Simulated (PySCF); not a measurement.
**Computed vibrations of [Dy(NH2)2]+**

[Dy(NH2)2]+ (singlet in the valence; each metal's 4f electrons, 9 of them, lie in its core potential, out of spins and levels). PySCF 2.14.0, RKS PBE0, Dy lcecp-1-SVP with ECP55, N def2-SVP, H def2-SVP; non-relativistic Hamiltonian with scalar-relativistic core potentials where named; density fitting; no spin-orbit coupling. Central differences of gradients.

```xyz
7

Dy    0.0000   -0.1296   -0.1695
N     1.6467    0.6326    0.8278
H     2.6434    0.5049    0.6394
H     1.5898    1.2488    1.6430
N    -1.6467    0.6326    0.8278
H    -1.5898    1.2488    1.6430
H    -2.6434    0.5049    0.6394
```

Run from Python with OMP_NUM_THREADS=2. Where DIIS fails, smearing, a level shift and second-order steps follow.
It took 84 s on 2 threads of Intel(R) Xeon(R) Platinum 8259CL CPU @ 2.50GHz (Skylake/Cascade Lake) (shared host).

(1) What are the harmonic wavenumbers and infrared intensities?

(2) Is this a minimum?

An lcecp potential fixes the number of 4f electrons, so in runs with it no electron can move into or out of that shell.

## Answers

(1) Modes are labelled in Cs; negative numbers are unstable modes, those under 60 cm⁻¹ near the noise; a finer grid moves soft modes by up to 10 cm⁻¹.
```
cm⁻¹  km/mol  symmetry
 136     0.0        a'
 229     0.0       a''
 263     4.3        a'
 374    25.6       a''
 455    38.8        a'
 609     1.3       a''
 613   150.4       a''
 630    45.1        a'
 631   475.2        a'
1504    41.8       a''
1514    35.1        a'
3521   138.8       a''
3527    72.5        a'
3604    58.5       a''
3605    46.8        a'
```

(2) Yes. Ideal gas at 298.15 K and 1 bar: S = 335.2 J/(mol K), Cp = 85.3 J/(mol K), H − H(0 K) = 17.4 kJ/mol (rigid rotor, harmonic modes, spin degeneracy alone, that of the 4f electrons in the core included).
